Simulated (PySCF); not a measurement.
Computed properties of Cd(Br)(OH) (BrCdHO), SMILES [OH][Cd][Br]

Cd(Br)(OH) (BrCdHO), SMILES [OH][Cd][Br]. Geometry optimised at B3LYP-D3(BJ)/def2-TZVP. The def2 effective core potentials stand for the cores of Cd; spin–orbit coupling is left out. The values are those of a single conformer. All values are computed for the isolated molecule unless a solvent is named; none is compared with measurement here.

**Structure.** The optimised structure has Cs symmetry. All 6 harmonic modes at B3LYP-D3(BJ)/def2-TZVP (PySCF) are real, so it is a minimum. With heavy atoms numbered as in [Cd:1]([Br:2])[OH:3], the shortest bond between them is Cd1–O3 at 1.980 Å and the longest Cd1–Br2 at 2.418 Å.

**Vibrations.** The strongest infrared lines (harmonic, unscaled, degenerate partners summed) lie at 580 cm⁻¹ (74 km/mol, O 82 %, Cd 16 %), 3817 cm⁻¹ (57 km/mol, H 94 %), 805 cm⁻¹ (51 km/mol, H 93 %). The softest mode is at 102 cm⁻¹ and the zero-point energy is 8.1 kcal/mol.

**Electronic structure.** PBE0/def2-TZVPD (PySCF) places the frontier levels at -8.22 and -2.07 eV, a gap of 6.15 eV, and gives a dipole moment of 1.51 D and a mean polarisability of 57.4 bohr³.

**Excitations.** TDA-ωB97X/def2-SVPD (PySCF) has S1 at 5.17 eV (240 nm, f = 0.002, weak); the most intense of the 10 singlets computed lies at 6.47 eV (f = 0.16). T1 (TDA) is at 4.79 eV, 0.38 eV under S1. No vertical singlet excitation falls in the visible range (under 3.1 eV).
